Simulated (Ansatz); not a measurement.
disulfane (H2S2), singlet, at a GFN2-xTB geometry; CCSD(T)/cc-pVDZ (Ansatz, an electronic-structure program).

The Ansatz input:
Ansatz 0.2 input:
```yaml
crystal:
  periodic: [false, false, false]
  atoms:
    - {symbol: S, position_ang: [-0.89880885, 0.02604772, 0.48959929]}
    - {symbol: S, position_ang: [0.89707958, 0.07839641, -0.48718121]}
    - {symbol: H, position_ang: [-1.52188329, -0.85435140, -0.30564322]}
    - {symbol: H, position_ang: [1.54955162, -0.81675470, 0.26695388]}
basis:
  gaussian:
    orbitals: cc-pVDZ
magnetization: {spin_polarized: false}
correlation: {method: ccsd_t}
```

It wrote (shortened):

```
Functional definition: HF
478 factors; integrals over basis functions are off by at most 1.0e-3 eV
mean field evaluation 1: about -21665.6708 eV, gradient 1.2e1 eV
mean field evaluation 2: about -21665.6760 eV, gradient 1.2e1 eV
mean field evaluation 4: about -21666.3288 eV, gradient 1.1e0 eV
mean field evaluation 8: about -21666.3360 eV, gradient 1.2e-3 eV
mean field evaluation 16: about -21666.3297 eV, gradient 1.9e-1 eV
mean field -21666.33602035 eV, -796.2231627779 hartree, gradient 2.1e-6 eV, S^2 0.000000; 0 other end points of the search recorded, 0 dependent functions left out
10 core orbitals not correlated
reference -21666.33602035 eV, -796.2231627779 hartree; 7, 7 occupied and 29, 29 virtual orbitals, 478 factors
second order -7.28637254 eV of doubles, -0.00000000 eV of singles
cycle   1  -7.95042202 eV  change   -6.6e-1 eV  update   6.1e-2
cycle   2  -8.19147232 eV  change   -2.4e-1 eV  update   2.0e-2
cycle   3  -8.21079215 eV  change   -1.9e-2 eV  update   5.4e-3
cycle   4  -8.21062357 eV  change    1.7e-4 eV  update   1.6e-3
cycle   5  -8.21034305 eV  change    2.8e-4 eV  update   5.9e-4
cycle   6  -8.21020236 eV  change    1.4e-4 eV  update   2.1e-4
cycle   7  -8.21021393 eV  change   -1.2e-5 eV  update   6.7e-5
cycle   8  -8.21021445 eV  change   -5.1e-7 eV  update   2.0e-5
cycle   9  -8.21021002 eV  change    4.4e-6 eV  update   8.2e-6
perturbative correction -0.21469453 eV, -0.0078898786 hartree
Total energy: -21674.76092491 eV, -796.5327723098 hartree
```
